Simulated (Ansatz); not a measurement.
```yaml
crystal:
  periodic: [false, false, false]
  atoms:
    - {symbol: S, position_ang: [-0.171343, 1.324810, -0.600054]}
    - {symbol: B, position_ang: [-0.129250, -0.364588, 0.006225]}
    - {symbol: S, position_ang: [1.125680, -0.907553, 1.168937]}
    - {symbol: Cl, position_ang: [-1.305650, -1.563576, -0.503952]}
    - {symbol: H, position_ang: [-1.247507, 1.179379, -1.389828]}
    - {symbol: H, position_ang: [1.770271, 0.267427, 1.272573]}
basis:
  gaussian: {orbitals: def2-SVPD, final_grid: {core_spheres: 8, valence_spheres: 7, degree: 23}}
magnetization: {spin_polarized: true, initial_magnetization: 2}
hamiltonian: {xc: {name: wPBEh}}
smearing: {width: 0.1}
output: {forces: true}
```

```sh
$ ansatz run in.yaml --threads 4 --pin off --events-out ev --progress --plain --max-ram 10444MiB
```

Problem. How does Ansatz answer? (Best estimate.)

Solution. Computed: The program refused the input.
```
Error: YAML parse error: error: line 14 column 1: unknown field `smearing`, expected one of crystal, accuracy, basis, kpoints, hamiltonian, magnetization, projection, total_charge, correlation, batch, efield, external_charges, scf, relax, neb, saddle, md, ramp, phonons, dielectric, real_time, elastic, magnetic_configurations, gw, evaluate, workflow, output, checkpoint, execution
12 | magnetization: {spin_polarized: true, initial_magnetization: 2}
13 | hamiltonian: {xc: {name: wPBEh}}
14 | smearing: {width: 0.1}
15 | output: {forces: true}
```
